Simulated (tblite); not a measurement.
Species: C7H15P.
Bonds: C1–C2, C2–P3, P3–C4, C4–C5, P3–C6, C6–C7, C7–C8, C6–C8. Hydrogens: H9, H10, H11 on C1; H12, H13 on C2; H14, H15 on C4; H16, H17, H18 on C5; H19 on C6; H20, H21 on C7; H22, H23 on C8.

Structure optimised with GFN2-xTB, isolated species.

(1) List the bond lengths, angles and torsions at this level.

Answers

(1) 
| bond | length (Å) |
| --- | --- |
| C1–C2, C4–C5 | 1.523 |
| C2–P3, P3–C4 | 1.866 |
| P3–C6 | 1.839 |
| C6–C7, C6–C8 | 1.502 |
| C7–C8 | 1.492 |
| C1–H9 and 5 like bonds | 1.088 |
| C2–H12 and 3 like bonds | 1.094 |
| C6–H19 | 1.087 |
| C7–H20, C8–H23 | 1.081 |
| C7–H21, C8–H22 | 1.080 |

Bonds in one row agree within 0.01 Å and their mean is given. A selection of angles:
| angle | degrees |
| --- | --- |
| C1–C2–P3 | 111.7 |
| C2–P3–C4 | 96.8 |
| C2–P3–C6 | 98.1 |
| P3–C6–C7 | 118.7 |
| C7–C6–C8 | 59.5 |
| C6–C7–C8 | 60.2 |

Torsions: C1–C2–P3–C4 176° (antiperiplanar); C2–P3–C4–C5 -176° (antiperiplanar); C2–P3–C6–C7 -165° (antiperiplanar); P3–C6–C7–C8 108° (anticlinal); P3–C6–C8–C7 -108° (anticlinal).

The 5 C–C bonds span 1.492 Å (C7–C8, drawn single) to 1.523 Å (C4–C5, drawn single), a spread of 0.031 Å. The 3 C–P bonds span 1.839 Å (P3–C6, drawn single) to 1.866 Å (P3–C4, drawn single), a spread of 0.027 Å. The 3-membered ring C6–C7–C8 has internal angles of 59.5° to 60.2°. Of the pairs four or more bonds apart, C8···H11 is among the closest relative to their van der Waals radii: 2.93 Å, 101 % of the sum of Bondi's values. P3 (phosphine phosphorus) is pyramidal (angles 98.1°, 98.1° and 96.8°, sum 293.0°, 0.92 Å off the plane of its three neighbours).

Point group: Cs (every atom within 0.08 Å of its image). Its GFN2-xTB frequencies are all real (lowest 70 cm⁻¹). One conformer, not necessarily the lowest. 3 starts were optimised and ended at 0.00, 0.27 and 2.79 kcal/mol (GFN2-xTB); the lowest of these is shown.

The numbers are calculated, not measured.
